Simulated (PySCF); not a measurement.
**Radial density of Hg(72+) (mercury, charge +72)**

TPSS, [He] 2s2 2p4, high-spin 3P determinant. Calculation: PySCF 2.14, in an even-tempered Gaussian basis (18 s from 51 bohr⁻², ratio 2.2; 13 p from 66 bohr⁻², ratio 2.2; 5 d from 260 bohr⁻², ratio 2.4; 5 f from 390 bohr⁻², ratio 2.4; 4 g from 580 bohr⁻², ratio 2.4); scalar relativity by spin-free X2C-1e.

| r (bohr) | 4πr²ρ (e/bohr) | 4πr²(ρα − ρβ) |
| --- | --- | --- |
| 0.0141 | 98.49 | 5.2452 |
| 0.0238 | 72.10 | 15.7971 |
| 0.0400 | 85.98 | 29.5698 |
| 0.0672 | 78.35 | 24.2405 |
| 0.113 | 16.64 | 4.9050 |
| 0.190 | 0.2989 | 0.0921 |
| 0.320 | 0.0001144 | 0.0000 |

Densities and radii are taken from the X2C orbitals without a picture-change correction, which distorts them close to the nucleus.

Spin-orbit coupling is strong in this species (close to jj coupling), so the high-spin LS determinant is a model state, not a physical level.
